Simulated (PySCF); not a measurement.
Numbering as in the mapped SMILES `[CH2:1]=[C:2]([Cl:3])[O:4][SiH3:5]` (H(Xn): hydrogen on atom n). Ha(C1) is cis to Cl3; Hb(C1) is trans to Cl3.

Geometry: PBE0-D3(BJ)/def2-SVP; GIAO shifts from PySCF, gas phase, non-relativistic, averaged over equivalent atoms.

At PBE0/cc-pVDZ (103 basis functions, 8.7 s wall time on 1 thread of an Arm Neoverse V1, shared host):
```json
{"atoms": "C2", "δ (ppm)": "148.8"}
{"atoms": "C1", "δ (ppm)": "87.9"}
{"atoms": "Cl3", "δ (ppm)": "252.1"}
{"atoms": "O4", "δ (ppm)": "126.7"}
{"atoms": "Si5", "δ (ppm)": "-28.7"}
{"atoms": "H(Si5)", "δ (ppm)": "4.85"}
{"atoms": "Hb(C1)", "δ (ppm)": "4.42"}
{"atoms": "Ha(C1)", "δ (ppm)": "4.26"}
```

δ = σ(ref) − σ, references computed at the same level: ¹³C (σ = 196.75 ppm) and ²⁹Si (σ = 418.61 ppm) and ¹H (σ = 31.29 ppm) against TMS; HCl for ³⁵Cl (σ = 960.53 ppm); H2O for ¹⁷O (σ = 343.34 ppm).

**Question.** What do these become at HF/pcSseg-2?

**Answer.** 
| atoms | δ at HF/pcSseg-2 | change |
| --- | --- | --- |
| C2 | 159.7 | +10.9 |
| C1 | 96.7 | +8.8 |
| Cl3 | 206.2 | -45.9 |
| O4 | 91.2 | -35.5 |
| Si5 | -41.8 | -13.1 |
| H(Si5) | 4.56 | -0.29 |
| Hb(C1) | 4.71 | +0.29 |
| Ha(C1) | 4.55 | +0.29 |

References, each an isolated molecule treated in the same way: TMS for ¹³C (191.47 ppm), ²⁹Si (382.96 ppm), ¹H (31.68 ppm); ³⁵Cl (944.88 ppm) against HCl; ¹⁷O (326.33 ppm) vs H2O.

The largest change is at Cl3 (chlorine bonded to C). Cost: 264 basis functions, 16 s wall time on 1 thread of an Arm Neoverse V1, shared host.

Carbons that carry Cl, above all several Cl atoms, come out too deshielded, partly because spin–orbit coupling is missing. Experimental scales use liquid or dissolved standards, which lie at an offset from isolated H2O (liquid H2O: subtract about 36 ppm).
